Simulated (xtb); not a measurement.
C4H9O, SMILES CCC(C)=[OH+], charge +1. All values are semi-empirical tight-binding results from xtb (GFN2-xTB unless named), good for trends rather than for accurate numbers. Geometry: GFN2-xTB. The isomer is the one that the SMILES or the coordinates give; other isomers of the formula were not compared. Other conformers were not sampled.

Computed properties:
| Quantity | Result |
|---|---|
| orbital gap | 3.35 eV |
| zero-point energy | 76.0 kcal/mol |
| G − E(el) at 298.15 K (modified RRHO) | 57.1 kcal/mol |
| static polarisability (D4 model) | 51.1 bohr³ |
| solvation energy, GFN2-xTB/ALPB(water) | -61.0 kcal/mol |
| solvation energy, GFN2-xTB/ALPB(chcl3) | -49.9 kcal/mol |

Q: Give the IR lines (harmonic; lines under 4 % of the strongest left out, lines within 3 cm⁻¹ merged). (The exact figures need the calculation; the answer reports its results.)

A: ν (cm⁻¹): 469 (w), 540 (w), 743 (s), 942 (w), 980 (w), 999 (w), 1023 (m), 1069 (w), 1090 (s), 1241 (w), 1322 (s), 1338 (s), 1365 (m), 1398 (w), 1412 (m), 1453 (w), 1466 (w), 1471 (w), 1515 (vs), 2944 (w), 3027 (w), 3292 (m) (against the strongest line: vs over 80 %, s over 45 %, m over 15 %, w over 4 %, vw less)
